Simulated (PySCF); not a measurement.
Vertical excitations of a molecule CH₇NOSi from TDA-PBE/def2-SVPD in PySCF, as energy in eV (oscillator strength): 5.88 (0.048), 6.57 (0.013), 6.61 (0.013), 6.68 (0.028), 7.30 (0.001), 7.44 (0.075), 7.52 (0.036), 7.60 (0.026), 7.71 (0.056), 7.95 (0.006). Lowest triplet (TDA): 5.60 eV. Geometry: PBE-D3(BJ)/def2-SVP. The values are those of a single conformer.

Question: Which structure fits?
A) C[SiH](N)O
B) CO[SiH2]N
C) CN[SiH2]O
D) NC[SiH2]O

Answer: A, C[SiH](N)O
